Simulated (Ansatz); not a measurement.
H3NO3S, SMILES NS(=O)(=O)O.

Coordinates come from a r2SCAN-D4/def2-SVP optimisation. The values are those of a single conformer.

Two levels are set side by side: PBE/def2-SVPD (Ansatz, a first-principles code) and PBE0/def2-SVPD (Ansatz). Energy differences of separate SCF runs at the same geometry; the states with an electron removed or added have multiplicity 2 and 2. Differences are taken from unrounded values.

```tsv
quantity	PBE0	PBE	PBE minus PBE0
vertical ionisation energy (eV)	11.48	10.93	-0.55
vertical singlet–triplet gap (eV)	7.09	6.43	-0.66
```
